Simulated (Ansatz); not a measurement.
Consider the cleavage of the Si–Si bond: `N[SiH]([SiH3])[SnH3]` + `C=NCS` → `C=NCS[SiH3]` + `N[SiH2][SnH3]`.

Computed with Ansatz on PBE0-D4/def2-TZVP structures; ΔE is electronic, products minus reactants. CCSD(T)/CBS adds triple-zeta CCSD(T) − MP2 to the extrapolated MP2 energy (def2 sets, frozen cores). DFT in def2-TZVPP. Elements past krypton have def2 core potentials. For Sn outer-core shells are correlated without core-valence functions, which leaves a few kJ/mol of doubt a bond. Each species was taken in one conformer, which may not be the lowest.

```csv
level,ΔE (eV)
PBE-D4,-0.45
CAM-B3LYP-D4,-0.58
PBE-QIDH,-0.58
r2SCAN,-0.54
r2SCANh,-0.55
CCSD(T)/def2-SVP,-0.56
HF/def2-QZVPP,-0.65
HF/CBS(def2),-0.65
```

**Question.** What does CCSD(T)/CBS give? (An estimate is asked.)

**Answer.** Ansatz gave: -0.57 eV. The listed levels differ from it by 0.12, -0.01, -0.01, 0.03, 0.02, 0.01, -0.08, -0.08 eV.

Largest T1 diagnostic among the species: 0.013.

Leaving LDA and LC-ωPBE aside and taking each functional with its dispersion term where it has one, the values, not all of them listed here, spread over 0.17 eV, from ωB97M-V to PBE-D4. LDA lies −0.04 eV from PBE without D4. From PBE to PBE0 (25 % exact exchange), in def2-TZVPP and without D4, ΔE moves by −0.05 eV.
